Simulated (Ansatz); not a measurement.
```xyz
8

O     2.0030   -0.1828   -0.0604
W     0.3490    0.0739   -0.1799
O    -0.1879   -1.5101   -1.0148
O     0.1520    1.5781    0.9122
Cl   -0.0114    1.2938   -2.0713
Cl   -0.8581   -0.9134    1.6151
H    -0.9326   -2.0711   -0.7870
H    -0.5141    1.7317    1.5860
```

Total charge 0; spin multiplicity 1. W: def2 effective core potential.

Question: List the PBE/def2-TZVPP orbital energies in eV (Ansatz). (Estimate.)

Answer: Computed: Occupied: -2739.42, -2738.85, -511.56, -511.54, -511.54, -249.99, -249.42, -190.65, -190.54, -190.53, -190.09, -189.98, -189.94, -80.43, -45.00, -44.82, -44.61, -25.89, -25.27, -23.67, -20.61, -20.01, -14.60, -12.75, -11.17, -10.78, -10.70, -10.66, -10.45, -9.66, -9.13, -8.61, -8.40, -8.22, -8.04, -7.91, -7.41. Lowest empty: -4.07, -2.93, -2.23, -2.18, -0.78, -0.66, 0.51, 1.70.
